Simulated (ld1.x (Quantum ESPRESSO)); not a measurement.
## What the settings do to the TM potential of Pd (Z = 46)

Base potential:

palladium, norm-conserving Troullier–Martins (Kleinman–Bylander form), made with ld1.x (Quantum ESPRESSO) 7.5 (PBE, scalar-relativistic). Core [Kr], reference 4d10 5s0 5p0. Waves: 5s (bound, empty): rc 2.65 bohr; 4d (bound): rc 1.20 bohr; 5p (bound, empty): rc 3.30 bohr. Local part: the p channel. Core correction: a·sin(br)/r model core inside 0.60 bohr.

Cutoffs, loose and tight: the cutoffs (Ry, on a coarse ladder) from which the occupation-weighted sum of valence levels, in a spherical-Bessel basis at the reference potential, stays within 10 and 1 mRy of its value at 400 Ry. They do not see the model core or the augmentation charge, which bear on the density cutoff. Test errors are all-electron minus pseudo excitation energies from the reference, over the configurations 4d9 5s0 5p0; 4d8 5s0 5p0; 4d7 5s0 5p0; 4d9.5 5s0 5p0; 4d8 5s1 5p0; 4d9 5s1 5p0; 4d6 5s0 5p0. A dash means not determined; rows that change the core or the reference have their own tests. The largest error is taken over the tests solved by every variant that gives reliable tests at all: 4d6 5s0 5p0; 4d7 5s0 5p0; 4d8 5s0 5p0; 4d8 5s1 5p0; 4d9 5s0 5p0; 4d9 5s1 5p0.

A true bound ghost makes a file unfit for plane-wave use even where its test errors are small: the radial tests pick states by their node count and pass the ghost by.

```csv
change,outcome,"cutoff, loose","cutoff, tight",bound ghosts,largest test error (meV)
base,generated,70 Ry,90 Ry,none,-3681
"all radii but the core radius scaled by about 0.77 (s 2.04, p 2.54, d 0.92 bohr)",generated,180 Ry,300 Ry,none,-3701
"all radii but the core radius scaled by about 0.82 (s 2.16, p 2.70, d 0.98 bohr)",generated,160 Ry,260 Ry,none,-3662
"all radii but the core radius scaled by about 0.90 (s 2.38, p 2.96, d 1.08 bohr)",generated,90 Ry,140 Ry,none,-3645
"all radii but the core radius scaled by about 1.12 (s 2.98, p 3.70, d 1.34 bohr)",generated,70 Ry,90 Ry,none,-3742
"all radii but the core radius scaled by about 1.18 (s 3.12, p 3.88, d 1.42 bohr)",generated,70 Ry,90 Ry,none,-3773
"all radii but the core radius scaled by about 1.25 (s 3.32, p 4.14, d 1.50 bohr)",generated,70 Ry,90 Ry,none,-3808
"all radii but the core radius scaled by about 1.30 (s 3.46, p 4.30, d 1.56 bohr)",generated,70 Ry,100 Ry,none,-3810
```

Problem. What comes out with this change to the base: all radii but the core radius scaled by about 1.40 (s 3.72, p 4.64, d 1.68 bohr)?

Solution. outcome: generated; cutoff, loose: 60 Ry; cutoff, tight: 90 Ry; bound ghosts: s; largest test error (meV): -3812.

Reading the sweep of the scale of all radii but the core radius (base = 1) (base included, trends over the rows without a ghost): The loose cutoff falls from 180 Ry at 0.77 to 70 Ry at 1.3. A larger radius leaves more room for a smooth pseudo-wave, so fewer plane waves are needed; a smaller one forces it to follow the all-electron wave where it bends sharply. The median size of the test errors (rows with all tests solved) is not monotonic: lowest 149.2 meV at 1.18, highest 695.0 meV at 1.3. Bound ghosts are found at 1.4.
